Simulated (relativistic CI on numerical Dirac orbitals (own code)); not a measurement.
**Pt⁵⁺ (5d5) in a crystal field**

Calculated by Dirac-Coulomb-Breit CI, separate exchange-only KLI orbitals for each configuration, model QED (radiative potential, 1s self-energy scaled to tabulated hydrogen-like ionisation energies), valence Slater integrals scaled by 0.8, one configuration in a parametric crystal field (own radial code).

Field parameters in Wybourne normalisation: D3d B²₀ = −7Dσ, B⁴₀ = −14Dq − 21Dτ, B⁴₃ = −14√(10/7) Dq. The field is a parameter set, without covalency.

S is read from ⟨S²⟩ = S(S + 1).

Powder χT (cm³ K mol⁻¹) by Van Vleck's formula, with temperature-independent terms:

| Field | 2 K | 5 K | 10 K | 20 K | 50 K | 100 K | 200 K | 300 K |
| --- | --- | --- | --- | --- | --- | --- | --- | --- |
| D3d, 10Dq = 44400, Dσ = -1200, Dτ = -210 cm⁻¹ | 0.436 | 0.437 | 0.438 | 0.439 | 0.444 | 0.452 | 0.467 | 0.483 |
| D3d, 10Dq = 44400, Dσ = -980, Dτ = -210 cm⁻¹ | 0.44 | 0.441 | 0.441 | 0.443 | 0.448 | 0.456 | 0.471 | 0.487 |
| D3d, 10Dq = 44400, Dσ = -760, Dτ = -210 cm⁻¹ | 0.443 | 0.444 | 0.445 | 0.446 | 0.451 | 0.459 | 0.475 | 0.491 |
| D3d, 10Dq = 44400, Dσ = -550, Dτ = -210 cm⁻¹ | 0.446 | 0.446 | 0.447 | 0.449 | 0.454 | 0.461 | 0.477 | 0.493 |
| D3d, 10Dq = 44400, Dσ = -330, Dτ = -210 cm⁻¹ | 0.448 | 0.448 | 0.449 | 0.451 | 0.456 | 0.464 | 0.48 | 0.496 |
| D3d, 10Dq = 44400, Dσ = -110, Dτ = -210 cm⁻¹ | 0.449 | 0.45 | 0.45 | 0.452 | 0.457 | 0.465 | 0.481 | 0.497 |
| D3d, 10Dq = 44400, Dσ = 110, Dτ = -210 cm⁻¹ | 0.45 | 0.45 | 0.451 | 0.453 | 0.458 | 0.466 | 0.482 | 0.498 |
| D3d, 10Dq = 44400, Dσ = 330, Dτ = -210 cm⁻¹ | 0.45 | 0.451 | 0.451 | 0.453 | 0.458 | 0.466 | 0.482 | 0.498 |

Task: For D3d, 10Dq = 44400, Dσ = 330, Dτ = -210 cm⁻¹: what effective moment follows at 300 K?

Result: μ_eff = √(8χT) = 2.00 μB. The ground level has S = 0.62; the spin-only moment for S = 1/2 is 1.73 μB. The difference comes from the orbital moment, spin-orbit mixing of terms and temperature-independent paramagnetism, all larger in this ionic model than in covalent complexes.
